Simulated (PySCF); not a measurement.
Simulated absorption spectrum

C5H9N2 (charge +1).
InChI=1S/C5H9N2/c1-6-3-4-7(2)5-6/h3-5H,1-2H3/q+1

Method used: TDDFT B3LYP/def2-SVPD, vertical, gas phase, core orbitals frozen in the response in PySCF 2.14.0, density-fitted response routines. Isolated species at its GFN2-xTB geometry, gas phase.

Broadening: Gaussians 0.4 eV wide at half height, area fixed by f = 4.319×10⁻⁹ ∫ε dν̃. The width is an assumption, not a result. The curve ends short of the highest state used, and states not computed would add to its high-energy end.

E (eV), ε (L mol⁻¹ cm⁻¹) and a bar:
```
     5.69         16 
     5.75         51 
     5.82        171 
     5.88        422 
     5.95       1036 #
     6.01       1956 #
     6.08       3506 ##
     6.14       5051 ###
     6.21       6603 ####
     6.28       7285 ####
     6.34       6923 ####
     6.41       5572 ###
     6.47       4041 ##
     6.54       2374 #
     6.60       1316 #
     6.67        568 
     6.74        214 
     6.80         90 
     6.87         42 
     6.93         31 
     7.00         29 
     7.06         28 
     7.13         33 
     7.19         54 
     7.26        127 
     7.33        345 
     7.39        824 
     7.46       2193 #
     7.52       4726 ###
     7.59      10310 ######
     7.65      17935 ##########
     7.72      29633 #################
     7.79      41763 ########################
     7.85      49346 #############################
     7.92      51729 ##############################
     7.98      47552 ############################
```

Question: Where are the band maxima, and which computed states make them?

Answer: 197 nm (6.29 eV), ε about 7300, made up of S1 (100%); 157 nm (7.91 eV), ε about 52000, made up of S4 (88%) and S5 (12%) (ε in L mol⁻¹ cm⁻¹; maxima over ε = 5, shares over 10%). The states used: S1 6.29 eV (f 0.108); S2 6.97 eV (f 0.0004); S3 7.56 eV (f 0.0050); S4 7.89 eV (f 0.677); S5 8.03 eV (f 0.122); S6 8.16 eV (f 0.0000); S7 8.44 eV (f 0.020); S8 8.58 eV (f 0.0085).

Question: Coming from long wavelengths, where does ε first pass 100 L mol⁻¹ cm⁻¹?

Answer: At about 214 nm (5.79 eV), 0.50 eV below S1.

Question: On this curve, what absorbance would a 10⁻⁴ mol/L sample give at 193 nm over a 1 cm path?

Answer: 193 nm is 6.424 eV, where ε is about 5200 L mol⁻¹ cm⁻¹, so A = ε c l ≈ 0.52 (Beer–Lambert, with the gas-phase spectrum and the assumed width).

Question: What would ε be at 7.91 eV, the highest of these maxima, with half the width (0.2 eV)?

Answer: About 95100 L mol⁻¹ cm⁻¹ against 51900, a factor of about 1.8; a lone state at its own centre would give exactly 2.
